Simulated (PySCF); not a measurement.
Simulation results for BClH$_{3}$OSi

All values are calculated (PySCF 2.14.0). Calculation on a computer-drawn molecule: optimised geometry and harmonic frequencies of an isolated molecule of the commonest isotopes, restricted reference for singlets and unrestricted otherwise, frozen core in MP2.

Entry: BClH$_{3}$OSi

Start structure:
```xyz
7
BClH3OSi
O     -0.0745    -1.2061     1.8570
B      1.2446    -0.7807     1.6647
Si     1.5112     0.9218     1.0296
Cl     0.0807     2.3404     0.6268
H     -0.2314    -2.0447     2.0909
H      2.1350    -1.6055     1.8153
H      2.7338     1.6752     0.7190
```

It was run with charge 0, multiplicity 2, method HF and basis cc-pV(D+d)Z.

Drawn bonds:
```tsv
atom	other atom	order
1	2	1
2	3	1
3	4	1
1	5	1
2	6	1
3	7	1
```

Q: Estimate the spin squared of BClH$_{3}$OSi.
A: 0.7646

Q: What total energy does the calculation give for BClH$_{3}$OSi?
A: -849.7940 hartree

Q: BClH$_{3}$OSi: rotational constants?
A: 8.34, 2.429, 1.9 GHz

Further results for BClH$_{3}$OSi:

- convergence status largest gradient component: 3.167e-05 hartree/bohr

Optimised structure:
```xyz
7
BClH3OSi
O     -0.0802    -1.1728     1.8457
B      1.1850    -0.8191     1.5642
Si     1.5542     0.9300     0.6095
Cl     0.0039     2.3173     0.7086
H     -0.1668    -2.0251     2.2474
H      2.1085    -1.5542     1.8089
H      2.7948     1.6243     1.0190
```

Modes:
```tsv
frequency (cm⁻¹)	reduced mass (dalton)
100.8	8.239
127.1	2.68
345.9	4.121
463.4	1.437
508.1	4.715
625.7	1.713
633.4	1.931
833.7	1.159
929	1.417
1050	1.026
1258	1.657
1409	4.488
2313	1.043
2663	1.093
4147	1.066
```
